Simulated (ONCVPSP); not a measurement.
What one change does to a pseudopotential (O, ONCV)

ONCVPSP 4.0.1 input, shortened (lines: element, Z, core and valence counts, functional; n l f; lmax; l rc ep ncon nbas qcut; lloc lpopt rc5 dvloc0; l nproj debl; icmod fcfact rcfact), PBE, non-relativistic:

```
  O 8.00    0    3        4      upf
    1    0    2.00
    2    0    1.00
    2    1    5.00
    2
    0    0.45    0.00    3    6   30.70
    1    1.15    0.00    4    8   10.30
    2    1.25    0.09    4    8    6.90
    4    5    0.35    2.00
    0    2    3.10
    1    2    2.50
    2    2    3.90
    0    0.00    0.00
```

Change: s: qcut 45.4.

Cutoffs: the cutoffs (Ha) at which the residual kinetic energy of the hardest occupied pseudo-wave falls to 1 and 0.1 mHa per electron; they do not see the model core or the augmentation charge, which bear on the density cutoff. Errors are all-electron minus pseudo energies relative to the spin-unpolarised reference configuration.

What does the change do?

The potential gets harder (345 Ha and 392 Ha → 369 Ha and 430 Ha); both files keep a bound ghost (d); of the 4 tests that both files solve, the error grows in 0 and shrinks in 1 by more than 15 % and 0.3 meV (median size 80.3 → 79.5 meV). The waves are optimised to have the least kinetic energy above qcut, so the cutoff follows it (qcut²/2 in Ha).

| quantity | base | changed |
| --- | --- | --- |
| cutoff, loose | 345 Ha | 369 Ha |
| cutoff, tight | 392 Ha | 430 Ha |
| loose cutoff by channel | s 345 Ha, p 41 Ha | s 369 Ha, p 41 Ha |
| bound ghosts | d | d |
| GHOST(+) flags under 300 eV | none | none |
| error for 1s2 2s2 2p4, meV [ΔE -14.90 eV] | +2.9 | +2.2 |
| error for 1s2 2s2 2p3, meV [ΔE 1.54 eV] | +30 | +29 |
| error for 1s2 2s2 2p2, meV [ΔE 35.14 eV] | +131 | +130 |
| error for 1s1 2s2 2p4, meV [ΔE 539.47 eV] | +2694 | +2332 |
| s: phases at 0.46 bohr within 0.05 rad from the reference energy up to (Ha; the scan ends near 5) | to the end of the scan | to the end of the scan |
| p: phases at 1.16 bohr within 0.05 rad from the reference energy up to (Ha; the scan ends near 5) | to the end of the scan | to the end of the scan |
| d: phases at 1.27 bohr within 0.05 rad from the reference energy up to (Ha; the scan ends near 5) | to the end of the scan | to the end of the scan |

 A true bound ghost makes a file unfit for plane-wave use even where its test errors are small: the radial tests pick states by their node count and pass the ghost by.
